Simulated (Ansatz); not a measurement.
Reaction (ligand exchange at the Si–O bond): `[SiH3][O][SnH3]` + `CC(N)O` → `CC(O)N[SiH3]` + `[OH][SnH3]`

Gas-phase electronic energies from Ansatz, PBE0-D4/def2-TZVP geometries. CCSD(T)/CBS is the MP2 limit (def2-TZVPP, def2-QZVPP) plus CCSD(T) − MP2 in def2-TZVPP, frozen cores. Functionals use def2-TZVPP. B3LYP here is the variant with VWN-RPA as its local correlation; programs differ in this. def2 core potentials past Kr. For Sn outer-core shells are correlated without core-valence functions, which leaves a few kJ/mol of doubt a bond. Each species was taken in one conformer, which may not be the lowest.

**Question.** Is it downhill or uphill in electronic energy at CCSD(T)/CBS, and by how much? (An estimate is asked.)

**Answer.** The calculation gave: Uphill: ΔE = +61.8 kJ/mol.

**Question.** What do these levels give: r2SCAN-D4, PBE0-D4, B3LYP-D4, ωB97M-V, PBE, PBE0, B3LYP, MP2/def2-TZVPP, SCS-MP2/def2-TZVPP, MP2/def2-QZVPP, SCS-MP2/def2-QZVPP, CCSD/CBS(def2)? (Best estimate.)

**Answer.** Computed: r2SCAN-D4 59.2, PBE0-D4 55.3, B3LYP-D4 59.6, ωB97M-V 59.4, PBE 52.9, PBE0 56.7, B3LYP 62.0, MP2/def2-TZVPP 61.3, SCS-MP2/def2-TZVPP 64.2, MP2/def2-QZVPP 61.6, SCS-MP2/def2-QZVPP 64.4, CCSD/CBS(def2) 63.7 kJ/mol.

Largest T1 diagnostic among the species: 0.014.

In def2-TZVPP, CCSD(T) changes the Hartree–Fock value by −13.4 kJ/mol (the triples alone add −1.9 kJ/mol) and MP2 by −14.0 kJ/mol. From PBE to PBE0 (25 % exact exchange), in def2-TZVPP and without D4, ΔE moves by +3.8 kJ/mol.
